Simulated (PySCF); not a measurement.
# Be⁺: ionisation energy

Be⁺ [He] 2s1 (2S) → Be²⁺ 1s2 (1S), as a difference of total energies. Calculation: PySCF 2.14, in 6-31G* (3s2p1d, 14 functions); no relativity, point nucleus. The calculations carry no spin-orbit coupling.

```json
{"method": "UHF", "ionisation energy (eV)": "18.114"}
{"method": "LDA", "ionisation energy (eV)": "18.216"}
{"method": "PBE0", "ionisation energy (eV)": "18.441"}
```

For comparison: 18.211 eV (measured; NIST Atomic Spectra Database, ionization energies).
